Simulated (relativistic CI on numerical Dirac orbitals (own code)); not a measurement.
Sb²⁺: what numerical and physical settings do to a radial Dirac CI calculation

Reference input:

```
atom Sb  Z=51  charge=2  electrons=49
nucleus A=121  rms_radius_fm=4.6802
hamiltonian dirac-coulomb  breit=on  qed=on  c_scale=1
orbitals kli  potential=per-configuration
slater_scale 1
correlation none
mixing on
grid step=0.0125 r_max=86.5
scf mixing=0.4 start=green max_iterations=150 tolerance=2e-08 node_fill=0.05
configurations
  [Kr] 4d10 5s2 5p
  [Kr] 4d10 5s 5p2
  [Kr] 4d10 5s2 5d
  [Kr] 4d10 5p3
  [Kr] 4d10 5s2 6s
end
```

Computed lowest total energy -6471.79700 Ha, first excitation 6216.4 cm⁻¹, 59 SCF steps. Runs with settings changed; * marks those that are bad on purpose (the QED terms keep the true α when c is scaled):

```tsv
Changed	Outcome	Lowest level	ΔE (Ha)	First excitation (cm⁻¹)	SCF steps	Message
QED terms off, node fill of the KLI weights 0.2, SCF tolerance 1e-05	converged	5s²5p ²P°1/2	-3.15	6333.6	47	
SCF mixing 0.05, speed of light × 1.25, end of the grid at 43.25 bohr	converged	5s²5p ²P°1/2	60.7	3830.9	72	
grid step 0.006, Breit term off	converged	5s²5p ²P°1/2	-4.73	6317.0	59	
node fill of the KLI weights 0.5	converged	5s²5p ²P°1/2	0.0514	6519.5	59	
nuclear radius 46.802 fm *	converged	5s²5p ²P°1/2	11.8	6203.9	59	
node fill of the KLI weights 50 *	converged	5s²5p ²P°1/2	0.997	7923.6	63
```

With so few configurations and no correlation, terms lie too far apart (by 10 to 50 % near neutrality), their order can be wrong, and levels of other configurations are missing.
